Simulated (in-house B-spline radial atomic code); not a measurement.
The numbers below are computed, except where a source is named.
Softness against transferability: the 4d channel of Ag

Ag, [Kr] 4d10 5s1, non-relativistic PBE, spherical and spin-unpolarised, from a B-spline radial code for spherical atoms (atomic units). The all-electron 4d level is ε = -0.290666 hartree, its outermost node lies just inside 0.44 bohr and its outer maximum at 1.03 bohr.

Troullier-Martins pseudo-orbitals are made for several radii. The cutoffs (hartree) are the plane-wave energies beyond which the orbital holds less than the named kinetic energy per electron. The phase error is the difference, pseudo minus all-electron, of arctan(R P'/P) at R = 1.74 bohr for all radii, half a hartree below and above the level.

```csv
r_c (bohr),V_l(0) (hartree),cutoff for 10 mEh,for 1 mEh,for 0.1 mEh,phase error at ε − 0.5 (mrad),at ε + 0.5 (mrad)
0.77,-72.91,125,155,309,-1.6,-1.0
0.9,-27.20,58.3,86.1,143,-0.9,-0.5
1.03,-15.95,29.5,43.8,62.3,-0.6,-0.4
1.17,-13.67,27.4,36,43.8,-0.4,-0.2
1.3,-13.18,26.8,34.6,42,-0.3,-0.2
1.44,-12.74,26.2,33.3,40.1,0.0,0.0
```

(1) Which radius needs the lowest cutoff for 0.1 mEh while both phase errors stay within 0.7 mrad?

(2) What does the larger radius buy, and what does it cost?

## Answers

(1) The radii within that limit are 1.03, 1.17, 1.3, 1.44 bohr; of these r_c = 1.44 needs the least, 40.1 hartree, that is 80.2 Ry or 1091 eV.

(2) From r_c = 0.77 to 1.44 bohr the cutoff for 1 mEh goes from 155 to 33.3 hartree, a factor of 4.65, against 3.50 for a pure 1/r_c² scaling, end to end; step by step it is 155, 86.1, 43.8, 36, 34.6, 33.3, and for 0.1 mEh 309, 143, 62.3, 43.8, 42, 40.1; the number of plane waves goes as the cutoff to the power 3/2, here a factor of 10.0. The larger of the two phase errors is least at r_c = 1.44 bohr, 0.0 mrad; it is 1.6 at the smallest radius and 0.0 at the largest, so in this scan the atom's own scattering shows no cost of a large radius. These errors test the reference atom alone. The smallest radius lies well inside the outer maximum, where the nodeless form must bend sharply to keep the norm, so it is both harder and scatters less well than the next. Large radii also let the cores of neighbours overlap, which an atom doesn't show.
